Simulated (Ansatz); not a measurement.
`[Cl][GeH2][I]`. Charge 0, multiplicity 1. I: def2 effective core potential. Geometry: relaxed with PBE0-D4/def2-TZVP.

```xyz
5

Cl   -0.407   -0.466   -1.980
Ge   -0.179    0.085    0.080
I     2.138   -0.477    0.831
H    -0.376    1.599    0.178
H    -1.177   -0.742    0.893
```

(1) What is the dipole moment at r2SCAN/def2-TZVPP? (Best estimate.)

(2) And with PBE, B3LYP, ωB97M-V? (Best estimate.)

(3) Give the Mulliken charges with r2SCAN, ωB97M-V, B3LYP in def2-TZVPP. (Estimate.)

Answers

(1) Ansatz gave: 1.60 D, with components (-0.82, 0.65, 1.21) D in this frame, pointing from negative to positive charge.

(2) Computed: PBE 1.51 D, B3LYP 1.60 D, ωB97M-V 1.65 D.

(3) The calculation gave: 
```json
{"atom": "Cl1", "r2SCAN": "-0.29", "ωB97M-V": "-0.26", "B3LYP": "-0.28"}
{"atom": "Ge2", "r2SCAN": "0.47", "ωB97M-V": "0.33", "B3LYP": "0.42"}
{"atom": "I3", "r2SCAN": "-0.22", "ωB97M-V": "-0.18", "B3LYP": "-0.20"}
{"atom": "H4", "r2SCAN": "0.02", "ωB97M-V": "0.05", "B3LYP": "0.03"}
{"atom": "H5", "r2SCAN": "0.02", "ωB97M-V": "0.05", "B3LYP": "0.03"}
```

B3LYP here is the variant with VWN-RPA as its local correlation; programs differ in this.
